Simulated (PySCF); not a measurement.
## Magnetisability: `C[C](=S)[GeH2][GeH3]`, C$_{2}$H$_{8}$Ge$_{2}$S

Cartesian coordinates in Å; atom numbers follow the order of the lines, from 1:
```xyz
13

C    -1.8564   -0.5024   -0.8189
C    -1.1893   -0.6173    0.5006
S    -1.5134   -1.8284    1.5297
Ge    0.2023    0.6997    0.9685
Ge    2.2259    0.2991   -0.2314
H    -1.0995   -0.5043   -1.6081
H    -2.3775    0.4559   -0.8779
H    -2.5629   -1.3132   -0.9896
H     0.3747    0.6337    2.4587
H    -0.3432    2.0776    0.6605
H     3.3650    1.1635    0.2096
H     2.0705    0.5524   -1.7024
H     2.6995   -1.1157   -0.1169
```

Computed, not measured: GIAO PBE/pcSseg-1 magnetisability, rotational g tensor and spin-rotation constants, non-relativistic, gas phase (PySCF 2.14.0). Geometry: GFN2-xTB.

The calculation is non-relativistic, which matters for the atoms heavier than Zn.

(1) How diamagnetic is it, and how anisotropic?

(2) Split it along the inertial axes a, b, c into diamagnetic and paramagnetic parts about the centre of mass, with the quadrupole moment.

(3) And the rotational g tensor?

Answers

(1) Isotropic -1317 × 10⁻³⁰ J/T², or -79.3 × 10⁻⁶ cm³/mol; principal values -1545, -1434, -972 × 10⁻³⁰ J/T², anisotropy 527 × 10⁻³⁰ J/T² (root of half the summed squared differences of the principal values). The susceptibility is in cgs units.

(2) 
| axis | χ (10⁻⁶ cm³/mol) | diamagnetic (10⁻⁶ cm³/mol) | paramagnetic (10⁻⁶ cm³/mol) | summed x² of all electrons (Å²) | quadrupole Θ (D Å) |
| --- | --- | --- | --- | --- | --- |
| a | -78.3 | -553.9 | 475.6 | 314.1 | -5.23 |
| b | -91.1 | -1597.4 | 1506.2 | 68.2 | +1.90 |
| c | -68.5 | -1621.9 | 1553.4 | 62.4 | +3.34 |

Anisotropies 2χaa − χbb − χcc = +3.1 and 2χbb − χaa − χcc = -35.5 × 10⁻⁶ cm³/mol. Θ is traceless in Buckingham's convention.

(3) 
| axis | rotational constant (GHz) | g | nuclear part | electronic part |
| --- | --- | --- | --- | --- |
| a | 2.7320 | -0.0443 | 0.5661 | -0.6105 |
| b | 0.7386 | -0.0090 | 0.5136 | -0.5226 |
| c | 0.7136 | -0.0165 | 0.5042 | -0.5208 |

Asymmetric top; isotopes 12C, 74Ge, 1H, 32S; no vibrational averaging.
